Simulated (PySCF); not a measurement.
## TDDFT excited states: C5H14Ge

GeH2Me(nBu), C5H14Ge.
Geometry (PBE0-D3(BJ)/def2-SVP, Å), atoms numbered from 1 in this order:
```xyz
20
C5H14Ge angstrom
Ge     0.6734    1.8914    0.6970
H      0.6859    1.9634    2.2419
H      2.1429    1.8493    0.2179
C     -0.2101    3.4752   -0.0325
H      0.2959    4.3918    0.3028
H     -1.2582    3.5182    0.2987
H     -0.1927    3.4524   -1.1320
C     -0.2402    0.2551    0.1207
C      0.4066   -1.0283    0.6322
C     -0.3159   -2.3110    0.2218
C     -0.3220   -2.5777   -1.2759
H     -1.2902    0.3174    0.4566
H     -0.2679    0.2736   -0.9818
H      1.4537   -1.0787    0.2812
H      0.4657   -0.9933    1.7337
H      0.1566   -3.1626    0.7403
H     -1.3553   -2.2726    0.5946
H     -0.8077   -3.5370   -1.5102
H     -0.8621   -1.7949   -1.8308
H      0.7040   -2.6178   -1.6770
```

Method: TDDFT B3LYP/def2-SVPD, vertical, gas phase, core orbitals frozen in the response in PySCF 2.14.0, density-fitted response routines. The B3LYP/def2-SVPD calculation is non-relativistic and has no spin–orbit coupling, an omission that weighs most on germanium.

```json
{"state": "S1", "E (eV)": "7.16", "λ (nm)": "173.3", "f": "0.011", "main configurations (H = HOMO, L = LUMO)": "H→L (98%)"}
{"state": "S2", "E (eV)": "7.48", "λ (nm)": "165.8", "f": "0.014", "main configurations (H = HOMO, L = LUMO)": "H→L+1 (97%)"}
{"state": "S3", "E (eV)": "7.82", "λ (nm)": "158.5", "f": "0.095", "main configurations (H = HOMO, L = LUMO)": "H→L+2 (94%)"}
{"state": "S4", "E (eV)": "7.84", "λ (nm)": "158.1", "f": "0.044", "main configurations (H = HOMO, L = LUMO)": "H-1→L (92%)"}
{"state": "S5", "E (eV)": "7.99", "λ (nm)": "155.2", "f": "0.038", "main configurations (H = HOMO, L = LUMO)": "H-2→L (96%)"}
{"state": "S6", "E (eV)": "8.13", "λ (nm)": "152.4", "f": "0.073", "main configurations (H = HOMO, L = LUMO)": "H-1→L+1 (82%)"}
{"state": "S7", "E (eV)": "8.19", "λ (nm)": "151.5", "f": "0.052", "main configurations (H = HOMO, L = LUMO)": "H→L+4 (87%)"}
{"state": "S8", "E (eV)": "8.24", "λ (nm)": "150.5", "f": "0.036", "main configurations (H = HOMO, L = LUMO)": "H→L+3 (84%)"}
{"state": "S9", "E (eV)": "8.25", "λ (nm)": "150.2", "f": "0.0061", "main configurations (H = HOMO, L = LUMO)": "H-2→L+1 (81%)"}
{"state": "S10", "E (eV)": "8.42", "λ (nm)": "147.3", "f": "0.0055", "main configurations (H = HOMO, L = LUMO)": "H-3→L (56%), H-3→L+1 (26%)"}
{"state": "S11", "E (eV)": "8.45", "λ (nm)": "146.7", "f": "0.033", "main configurations (H = HOMO, L = LUMO)": "H-4→L (47%), H-4→L+1 (18%), H-1→L+2 (18%)"}
{"state": "S12", "E (eV)": "8.50", "λ (nm)": "145.9", "f": "0.138", "main configurations (H = HOMO, L = LUMO)": "H-1→L+2 (64%), H-4→L (11%)"}
{"state": "S13", "E (eV)": "8.55", "λ (nm)": "145.0", "f": "0.125", "main configurations (H = HOMO, L = LUMO)": "H→L+5 (62%), H→L+6 (16%)"}
{"state": "S14", "E (eV)": "8.61", "λ (nm)": "144.0", "f": "0.086", "main configurations (H = HOMO, L = LUMO)": "H-2→L+2 (80%)"}
{"state": "S15", "E (eV)": "8.69", "λ (nm)": "142.7", "f": "0.021", "main configurations (H = HOMO, L = LUMO)": "H→L+6 (34%), H-3→L+1 (33%), H-3→L (14%)"}
```

Triplets, Tamm–Dancoff:

| state | E (eV) | λ (nm) | main configurations (H = HOMO, L = LUMO) |
| --- | --- | --- | --- |
| T1 | 7.03 | 176.3 | H→L (94%) |
| T2 | 7.21 | 172.0 | H→L+1 (86%) |
| T3 | 7.50 | 165.4 | H→L+2 (44%), H-1→L (37%), H-1→L+1 (9%) |
| T4 | 7.63 | 162.6 | H-1→L (43%), H→L+2 (41%) |

The lowest singlet lies at 7.16 eV (173 nm, vacuum ultraviolet) and is weak; its leading configuration is HOMO→LUMO (98%). The strongest level in the table is S12 at 8.50 eV (146 nm, f = 0.138). Löwdin shares by element: HOMO carbon 50% or more, germanium 20% (atoms not listed hold the other 30%); LUMO germanium 31%, carbon 20% or more, hydrogen 5% or more (atoms not listed hold the other 43%). Weighted by f, the mean energy of these states is 8.27 eV. The oscillator strengths of these states sum to 0.778; summed over the whole spectrum of an exact calculation they would give the number of electrons, 76 (Thomas–Reiche–Kuhn). The listed states span 1.53 eV, and the widest gap between neighbours is 0.34 eV (S2 to S3). Only the lowest 15 singlets were computed, as vertical energies without vibronic structure.

Hardware: an AMD EPYC with one thread, shared host with 64 logical CPUs at a one-minute load of 50. Cost: 2.5 min wall (with the writing of density and orbital grids), 1.1 GiB resident at most.

One conformer stands for the species.
